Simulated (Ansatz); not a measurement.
tetraarsenic (As4), singlet, at a GFN2-xTB geometry. Base run: R2SCAN/def2-SVP in Ansatz (a quantum-chemistry and plane-wave program).

The Ansatz input:
Ansatz 0.2 input:
```yaml
crystal:
  periodic: [false, false, false]
  atoms:
    - {symbol: As, position_ang: [-0.98818600, 0.08569794, -1.07294968]}
    - {symbol: As, position_ang: [0.66338791, 1.29259141, 0.15556555]}
    - {symbol: As, position_ang: [0.99228668, -1.01989496, -0.33205142]}
    - {symbol: As, position_ang: [-0.66748859, -0.35839439, 1.24943554]}
basis:
  gaussian:
    orbitals: def2-SVP
hamiltonian:
  xc: r2scan
```

The base run was repeated with changes; each row names its change, and settings that it needs were set with it.

| change | basis functions | E (Eh) | core-seconds (rough) |
|---|---|---|---|
| base | 128 | -8942.50274 | 8 |
| basis = pcseg-0 | 88 | -8932.48215 | 4 |
| basis = 3-21G | 92 | -8900.10015 | 4 |
| basis = pc-1 | 108 | -8943.23937 | 9 |
| basis = pcseg-1 | 108 | -8942.55538 | 7 |
| basis = cc-pVDZ | 108 | -8943.46340 | 10 |
| basis = def2-SV(P) | 128 | -8942.50274 | 7 |
| basis = 6-31G* | 140 | -8942.42903 | 6 |
| basis = def2-SVPD | 152 | -8942.50756 | 10 |
| basis = pc-2 | 172 | -8943.75641 | 10 |
| basis = pcseg-2 | 172 | -8943.73697 | 10 |
| basis = 6-311G** | 176 | -8943.43150 | 10 |
| basis = aug-cc-pVTZ | 236 | -8943.75610 | 20 |

Totals compare only among sets that treat the same electrons; sets with core potentials leave the core out.
